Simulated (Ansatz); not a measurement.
Cost and result for the atomization energy of `N=C1O[SiH]1O` (8 atoms, 8 bonds).

Charge 0, multiplicity 1. The geometry is a stationary point of PBE0-D4/def2-TZVP. It is one conformer, not always the lowest. Program: Ansatz. All runs use 2 threads of an Intel Xeon 6975P-C on a shared host. Times are those of one run each, without the atoms' runs, and a repeat can differ threefold. Electronic energies, without spin–orbit coupling; frozen cores. CCSD(T)/CBS adds CCSD(T) − MP2 in def2-TZVPP to the MP2 limit, and its time is that of the two runs behind it. T1 = 0.016. B3LYP takes the VWN-RPA correlation (the form of Gaussian; ORCA's B3LYP/G).

CCSD(T)/CBS is a level of theory with its own doubt, some kJ/mol a heavy atom from the limit and from the frozen cores, so smaller differences don't rank the functionals.

```csv
level,functions,wall time
LDA (SPW92)/def2-TZVPP,208,1.5 s
BLYP-D4/def2-TZVPP,208,2.5 s
PBE0-D4/def2-TZVPP,208,3 s
PBE-D4/def2-TZVPP (with forces),208,3 s
BHLYP-D4/def2-TZVPP,208,3.3 s
r2SCAN-D4/def2-TZVPP (with forces),208,3.6 s
CCSD(T)/def2-SVP,89,4.3 s
B3LYP-D4/def2-TZVPP (with forces),208,4.9 s
B2PLYP/def2-TZVPP,208,6.5 s
PBE-QIDH/def2-TZVPP,208,6.5 s
MP2/def2-QZVPP,388,19 s
CCSD(T)/def2-TZVPP,208,46 s
CCSD(T)/CBS(def2),–,65 s
```

(1) What atomization energy does each give, and how far from CCSD(T)/CBS? (Estimate.)

Answers

(1) Ansatz gave: 
```json
{"level": "LDA (SPW92)/def2-TZVPP", "atomization (kJ/mol)": "3807.7", "difference from CCSD(T)/CBS": "596.2", "per bond": "74.5"}
{"level": "BLYP-D4/def2-TZVPP", "atomization (kJ/mol)": "3251.8", "difference from CCSD(T)/CBS": "40.3", "per bond": "5.0"}
{"level": "PBE0-D4/def2-TZVPP", "atomization (kJ/mol)": "3203.6", "difference from CCSD(T)/CBS": "-7.9", "per bond": "-1.0"}
{"level": "PBE-D4/def2-TZVPP (with forces)", "atomization (kJ/mol)": "3335.3", "difference from CCSD(T)/CBS": "123.8", "per bond": "15.5"}
{"level": "BHLYP-D4/def2-TZVPP", "atomization (kJ/mol)": "3029.1", "difference from CCSD(T)/CBS": "-182.4", "per bond": "-22.8"}
{"level": "r2SCAN-D4/def2-TZVPP (with forces)", "atomization (kJ/mol)": "3223.5", "difference from CCSD(T)/CBS": "12.0", "per bond": "1.5"}
{"level": "CCSD(T)/def2-SVP", "atomization (kJ/mol)": "2922.7", "difference from CCSD(T)/CBS": "-288.8", "per bond": "-36.1"}
{"level": "B3LYP-D4/def2-TZVPP (with forces)", "atomization (kJ/mol)": "3204.9", "difference from CCSD(T)/CBS": "-6.6", "per bond": "-0.8"}
{"level": "B2PLYP/def2-TZVPP", "atomization (kJ/mol)": "3178.6", "difference from CCSD(T)/CBS": "-32.9", "per bond": "-4.1"}
{"level": "PBE-QIDH/def2-TZVPP", "atomization (kJ/mol)": "3162.0", "difference from CCSD(T)/CBS": "-49.5", "per bond": "-6.2"}
{"level": "MP2/def2-QZVPP", "atomization (kJ/mol)": "3285.2", "difference from CCSD(T)/CBS": "73.7", "per bond": "9.2"}
{"level": "CCSD(T)/def2-TZVPP", "atomization (kJ/mol)": "3094.1", "difference from CCSD(T)/CBS": "-117.4", "per bond": "-14.7"}
{"level": "CCSD(T)/CBS(def2)", "atomization (kJ/mol)": "3211.5", "difference from CCSD(T)/CBS": "0.0", "per bond": "0.0"}
```

From PBE to PBE0 (25 % exact exchange), in def2-TZVPP and without D4, the atomization energy moves by −129.2 kJ/mol: exact exchange takes away binding that semilocal exchange gives to molecules. At CCSD(T), def2-SVP lies −288.7 kJ/mol from the extrapolated value and def2-TZVPP −117.4 kJ/mol: correlation converges slowly with the basis, and small sets miss more of it in the bonded molecule than in its fragments. The D4 term adds +25.0 kJ/mol with B3LYP and +12.9 kJ/mol with PBE0; it sums over pairs of atoms, weighted by their polarisabilities, and B3LYP, whose exchange is more repulsive, gets the larger term.
